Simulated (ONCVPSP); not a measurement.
# Be (Z = 4): excitation energies, all-electron against ONCV

beryllium, optimised norm-conserving Vanderbilt (ONCV), made with ONCVPSP 4.0.1 (LDA (Perdew-Zunger), fully relativistic). Core [He], reference 2s2. Waves: 2s: rc 1.85 bohr, ncon 4, nbas 9, qcut 4.2 1/bohr, 1 projector; p scattering state at 0.39 Ha: rc 1.50 bohr, ncon 3, nbas 7, qcut 5.6 1/bohr, 2 projectors, debl 2.9 Ha. Local part: polynomial inside 1.45 bohr (lpopt 5, dvloc0 0 Ha). Core correction: Teter function, fcfact 1.5, rcfact 1.65.

Open shells are filled in proportion to 2j + 1.

Energies are relative to the spin-unpolarised reference configuration 2s2; without spin polarisation the order of configurations can differ from experiment.

| valence configuration | charge | ΔE all-electron (eV) | error AE − PS (meV) |
| --- | --- | --- | --- |
| 2s1.5 | +0.5 | 3.752 | +1.6 |
| 2s1 2p1 | 0 | 3.519 | +3.1 |
| 2s0 2p1 | +1 | 13.334 | +11 |

(1) What are ΔE and the potential's error for 2s1?

Levels in the configuration 2s0 2p1:

| level | all-electron (eV) | pseudo (eV) |
| --- | --- | --- |
| 2p j=3/2 | -9.915 | -9.913 |
| 2p j=1/2 | -9.916 | -9.915 |

Answers

(1) ΔE = 9.520 eV all-electron; the error (AE − PS) is +8.7 meV.

These tests converged, but a pseudo level misses the all-electron one widely, so the file describes the atom poorly there or has found another state: 2s0 2p1: empty 2s by 6.6 eV.
